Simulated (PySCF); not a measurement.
These compounds are isomers of formula C$_{8}$H$_{7}$F$_{3}$.

A. `InChI=1S/C8H7F3/c1-5-3-4-7(5)6(2)8(9,10)11/h3-4H,1H2,2H3/b7-6+`
B. 4-methylbenzotrifluoride
C. `FCc1ccc(C(F)F)cc1`

Spectrum 1. ¹³C{¹H} NMR (computed): δ 158.5 (CH), 155.4 (CH), 155.0 (C), 148.7 (C), 134.4 (C), 117.6 (C), 104.5 (CH2), 14.3 (CH3).

Spectrum 2. ¹³C{¹H} NMR (computed): δ 146.6 (C), 141.3 (C), 131.1 (CH), 128.4 (CH), 121.1 (CH), 86.6 (CH2).

Spectrum 3. ¹³C{¹H} NMR (computed): δ 148.0 (C), 134.6 (C), 134.4 (CH), 134.1 (C), 132.4 (CH), 24.1 (CH3).

All values are calculated (PySCF 2.14.0 with density-fitted response routines): GFN2-xTB structure, PBE0/pcSseg-1 with gauge-including orbitals. Equivalent nuclei averaged, no solvent model, single conformer, relativity neglected.

Chemical shifts δ = σref − σ; ¹³C against TMS, all at this level. Splittings of carbon signals by F and P are missing where no couplings were computed. Shifts are as computed. Against solution values, carbons near 30 ppm lie about +3 ppm off and those near 130 ppm about +5 ppm. Of 1211 compounds with measured shifts, 218 miss one by over three times the rms of a fit or turn the order of signals round; such compounds aren't used in these exercises.

Which spectrum belongs to which compound?

## Answers

1–A, 2–C, 3–B.

- Spectrum 1 (A): 8 ¹³C signals; δC 158.5 is an alkene CH; δC 155.4 is an alkene CH.
- Spectrum 2 (C): 6 ¹³C signals; δC 131.1 is an aromatic CH; δC 128.4 is an aromatic CH.
- Spectrum 3 (B): 6 ¹³C signals; δC 134.4 is an aromatic CH; δC 134.1 is a CF3 carbon.
